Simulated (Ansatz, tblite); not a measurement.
Two members of one family ((SrS)n), computed with Ansatz in the gas phase; def2 core potentials for Sr, no spin–orbit coupling. The two geometries come from different levels. Binding counts from free atoms in the multiplicity of their measured ground term, without zero-point energy. Singlets are spin-restricted. The structures are stationary points that may keep the symmetry of their start.

First: Sr2S2 (singlet, charge 0, B3LYP-D4/def2-TZVP geometry).

```xyz
4

Sr    1.6438    0.1474   -0.7575
Sr   -1.6425   -0.1445    0.7598
S    -0.6681    1.4394   -1.1708
S     0.6669   -1.4423    1.1685
```

| level | HOMO (eV) | LUMO (eV) | gap (eV) | binding per atom (eV) |
| --- | --- | --- | --- | --- |
| PBE-D4/def2-SVP | -4.13 | -2.05 | 2.08 | 3.05 |
| PBE-D4/def2-TZVP | -4.14 | -2.04 | 2.10 | 3.00 |
| PBE-D4/def2-TZVPD | -4.15 | -2.04 | 2.11 | 3.00 |
| PBE0-D4/def2-SVP | -5.01 | -1.50 | 3.50 | 2.97 |
| HSE06-D4/def2-TZVP | -4.64 | -1.81 | 2.84 | 2.93 |

The relaxed triplet lies at 1.38 eV (RPA@PBE/def2-TZVP) to 2.47 eV (ωB97M-V/def2-TZVP) from the singlet. The relaxed quintet lies at 3.42 eV (RPA@PBE/def2-TZVP) to 4.82 eV (PBE-D4/def2-TZVP) from the singlet.

Second: Sr5S5 (singlet, charge 0, r2SCAN-D4/def2-SVP geometry).

```xyz
10

Sr    1.002    2.679   -0.455
Sr   -0.607   -0.021    1.628
Sr   -2.222    0.790   -1.681
Sr   -0.437   -2.660   -1.059
Sr    2.787   -0.770    0.167
S     1.021   -2.553    1.251
S     0.659    0.023   -1.768
S    -2.673   -1.404   -0.112
S    -1.612    2.532    0.334
S     2.082    1.383    1.696
```

Q: Estimate the same table for the second.

A: 
| level | HOMO (eV) | LUMO (eV) | gap (eV) | binding per atom (eV) |
| --- | --- | --- | --- | --- |
| PBE-D4/def2-SVP | -4.45 | -1.99 | 2.46 | 3.71 |
| PBE-D4/def2-TZVP | -4.40 | -1.97 | 2.43 | 3.62 |
| PBE-D4/def2-TZVPD | -4.38 | -1.96 | 2.42 | 3.62 |
| PBE0-D4/def2-SVP | -5.39 | -1.49 | 3.90 | 3.67 |
| HSE06-D4/def2-TZVP | -4.97 | -1.77 | 3.20 | 3.58 |
